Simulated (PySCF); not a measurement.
**SiBH6NO3**

SiBH6NO3 is a small molecule, neutral, singlet. The structure, one conformer, was relaxed in the gas phase by PBE0-D3(BJ)/def2-SVP. No frequency run checks that it is a minimum.

SMILES: N[SiH2]OB(O)O

| atom | x (Å) | y (Å) | z (Å) |
| --- | --- | --- | --- |
| O1 | -1.230 | 1.619 | 1.884 |
| B2 | -0.624 | 0.661 | 1.124 |
| O3 | 0.301 | -0.164 | 1.702 |
| O4 | -0.926 | 0.516 | -0.196 |
| Si5 | -0.302 | -0.651 | -1.242 |
| N6 | 1.411 | -0.749 | -1.291 |
| H7 | -1.863 | 2.122 | 1.363 |
| H8 | 0.408 | 0.027 | 2.639 |
| H9 | -0.848 | -1.968 | -0.813 |
| H10 | -0.781 | -0.255 | -2.593 |
| H11 | 1.889 | -1.020 | -0.437 |
| H12 | 1.939 | -0.040 | -1.787 |

Shieldings: GIAO PBE0/pcSseg-2. Shifts are against computed references at the same level: H TMS (σ 31.24 ppm), Si TMS (σ 341.3 ppm). Core levels by delta-SCF with SCAN, pcX-2 on the ionised atom and pcseg-1 elsewhere, spin-free X2C (2p3/2 is the spin-free 2p value less a third of a first-order spin-orbit splitting); from the vacuum level, for chosen atoms.

Give the shieldings and core levels atom by atom.


| atoms | bonded to | σ (ppm) | δ (ppm) | core level (eV) |
| --- | --- | --- | --- | --- |
| O1 | 1 B + 1 H | 242.4 | - | 1s 539.15 |
| B2 | 3 O | 81.3 | - | 1s 198.22 |
| O3 | 1 B + 1 H | 247.3 | - | 1s 539.21 |
| O4 | 1 B + 1 Si | 205.4 | - | 1s 538.01 |
| Si5 | 1 N + 1 O + 2 H | 373.9 | -32.6 | 2p3/2 107.44 |
| N6 | 1 Si + 2 H | 226.0 | - | - |
| H7 | 1 O | 28.39 | 2.86 | - |
| H8 | 1 O | 28.29 | 2.96 | - |
| H9 | 1 Si | 26.25 | 4.99 | - |
| H10 | 1 Si | 26.59 | 4.66 | - |
| H11 | 1 N | 29.71 | 1.54 | - |
| H12 | 1 N | 29.96 | 1.28 | - |

Values are those of this one static structure; atoms that internal rotation interchanges would show their mean in an NMR spectrum.

Which of O1, O3, O4 holds its core electrons tightest, and by how much against the loosest?

O3 (bonded to 1 B + 1 H), by 1.20 eV over O4 (bonded to 1 B + 1 Si).

By CAM-B3LYP/def2-SVPD (TDDFT singlets, Tamm-Dancoff triplets, ionisation by delta-SCF), where does absorption start, and what does vertical ionisation take?

The lowest singlet lies at 6.91 eV (f 0.062), the lowest triplet at 6.54 eV; vertical ionisation takes 10.23 eV.
